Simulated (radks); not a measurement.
The numbers below are computed, except where a source is named.
Valence configurations of neutral rhodium (all share [Kr]). Code: a radial shooting solver on a logarithmic mesh with Libxc functionals. Model: Dirac Kohn-Sham, PBE, spin-unpolarised, spherical densities, finite nucleus; open shells fill j = l - 1/2 first; Fermi nuclear charge, rms radius 4.4945 fm. Order these by energy: 4d6 5s1 5p2; 4d6 5s2 5p1; 4d8.5 5p0.5; 4d8 5p1; 4d7 5s2; 4d8 5s0.5 5p0.5; 4d9; 4d7 5s1 5p1; 4d7.5 5s1 5p0.5; 4d8 5s1.

Answer. From the lowest, in eV above it: 4d9 0.000; 4d8 5s1 0.742; 4d8.5 5p0.5 1.789; 4d8 5s0.5 5p0.5 2.460; 4d7 5s2 3.026; 4d7.5 5s1 5p0.5 3.518; 4d8 5p1 4.251; 4d7 5s1 5p1 7.037; 4d6 5s2 5p1 11.643; 4d6 5s1 5p2 16.351. NIST lists [Kr] 4d8 5s1 as the ground configuration; this level of theory puts 4d9 lower, by 0.742 eV. The energies are those of spherical spin-averaged densities, not of single terms.
